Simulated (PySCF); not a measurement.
Compound: C5H10O2Si2.
Atom-mapped SMILES: `[CH2:1]=[C:2]1[SiH2:3][O:4][SiH2:5][CH:6]=[CH:7][C@H:8]1[OH:9]`

Geometry (GFN2-xTB, Å), atoms numbered from 1 in this order:
```
atom  x, y, z in Å
C1     2.219   -0.435    0.983
C2     1.080   -0.507    0.306
Si3   -0.215   -1.855    0.581
O4    -1.621   -1.332   -0.035
Si5   -2.480    0.016   -0.376
C6    -1.428    1.518    0.050
C7    -0.114    1.598   -0.124
C8     0.752    0.538   -0.747
O9     1.891    1.187   -1.274
H10    2.470   -1.163    1.737
H11    2.940    0.353    0.820
H12    0.084   -3.058   -0.197
H13   -0.400   -2.101    2.009
H14   -2.783   -0.095   -1.803
H15   -3.660   -0.049    0.483
H16   -1.918    2.366    0.511
H17    0.455    2.466    0.186
H18    0.196    0.046   -1.563
H19    2.524    0.517   -1.553
```

NICS = −σ at a ghost point: NICS(0) at the centroid of the ring atoms, NICS(1) 1 Å to either side along the normal of their mean plane, zz for the tensor component along that normal. Level: GIAO PBE0/pcSseg-1 (PySCF, non-relativistic, gas phase) on the GFN2-xTB geometry, one conformer.

Ring bond lengths (Å), with Mayer bond orders in brackets: C2–Si3 1.890 (0.82), Si3–O4 1.622 (0.94), O4–Si5 1.634 (0.90), Si5–C6 1.882 (0.88), C6–C7 1.327 (1.92), C7–C8 1.504 (0.99), C8–C2 1.519 (0.98).

Q: What do the NICS probes read (ppm)?

A: 
| ring | type | NICS(0) | NICS(1), two faces | NICS(1)zz, two faces | rms pucker (Å) | centre to ring atoms, mean (Å) |
| --- | --- | --- | --- | --- | --- | --- |
| C2–Si3–O4–Si5–C6–C7–C8 | 7-membered ring with O and 2 Si; formal bonds 1 double, 6 single | -0.7 | -2.3 / -1.9 | 1.8 / 4.1 | 0.34 | 1.77 |

Q: What can be read from them?

A: 
- C2–Si3–O4–Si5–C6–C7–C8: mean NICS(1)zz 3.0 ppm, near zero. Si3, Si5, C8 have four or more neighbours, and the NICS criterion for π rings isn't applied.

Q: What field does 11.7 T along the ring normal induce along that normal at the first NICS(1) probe listed for ring C2–Si3–O4–Si5–C6–C7–C8, 1 Å off the ring?

A: NICSzz × B0 = 1.8 ppm × 11.7 T = 21 μT, along the applied field.

Q: Give the inner angles of the rings and the Hirshfeld charges of the ring atoms.

A: 
- C2–Si3–O4–Si5–C6–C7–C8: C2 116.3° (-0.099 e), Si3 108.0° (+0.399 e), O4 143.2° (-0.306 e), Si5 108.5° (+0.403 e), C6 124.9° (-0.156 e), C7 125.5° (-0.026 e), C8 108.8° (+0.039 e); sum 835.2° against 900° for a flat convex ring.

Q: How shielded are the nuclei of the rings and their hydrogens (means over atoms taken as equivalent)?

A: 
```json
{"atoms": "C2", "environment": "fully substituted alkene carbon", "σ isotropic (ppm)": "26.6", "principal values of the symmetric part, first atom (ppm)": "-86.1, 11.8, 154.0"}
{"atoms": "Si3", "environment": "oxygen-bound silicon", "σ isotropic (ppm)": "380.2", "principal values of the symmetric part, first atom (ppm)": "344.9, 359.8, 436.0"}
{"atoms": "O4", "environment": "siloxane oxygen", "σ isotropic (ppm)": "312.6", "principal values of the symmetric part, first atom (ppm)": "235.8, 326.2, 375.9"}
{"atoms": "Si5", "environment": "oxygen-bound silicon", "σ isotropic (ppm)": "380.9", "principal values of the symmetric part, first atom (ppm)": "345.0, 364.7, 433.0"}
{"atoms": "C6", "environment": "alkene CH carbon", "σ isotropic (ppm)": "60.4", "principal values of the symmetric part, first atom (ppm)": "-46.9, 58.1, 170.1"}
{"atoms": "C7", "environment": "alkene CH carbon", "σ isotropic (ppm)": "20.5", "principal values of the symmetric part, first atom (ppm)": "-101.2, 32.2, 130.6"}
{"atoms": "C8", "environment": "carbinol carbon (C–OH)", "σ isotropic (ppm)": "108.5", "principal values of the symmetric part, first atom (ppm)": "96.0, 96.9, 132.7"}
{"atoms": "H12", "environment": "Si–H hydrogen", "σ isotropic (ppm)": "26.29", "principal values of the symmetric part, first atom (ppm)": "22.8, 24.9, 31.2"}
{"atoms": "H13", "environment": "Si–H hydrogen", "σ isotropic (ppm)": "26.35", "principal values of the symmetric part, first atom (ppm)": "22.8, 25.0, 31.3"}
{"atoms": "H14", "environment": "Si–H hydrogen", "σ isotropic (ppm)": "26.18", "principal values of the symmetric part, first atom (ppm)": "23.3, 24.1, 31.1"}
{"atoms": "H15", "environment": "Si–H hydrogen", "σ isotropic (ppm)": "26.49", "principal values of the symmetric part, first atom (ppm)": "22.8, 24.6, 32.2"}
{"atoms": "H16", "environment": "vinylic hydrogen", "σ isotropic (ppm)": "25.86", "principal values of the symmetric part, first atom (ppm)": "24.5, 25.3, 27.8"}
{"atoms": "H17", "environment": "vinylic hydrogen", "σ isotropic (ppm)": "24.69", "principal values of the symmetric part, first atom (ppm)": "22.0, 23.7, 28.3"}
{"atoms": "H18", "environment": "methine hydrogen", "σ isotropic (ppm)": "26.16", "principal values of the symmetric part, first atom (ppm)": "21.7, 25.9, 30.9"}
```

The list is cut; further classes of hydrogen are left out.
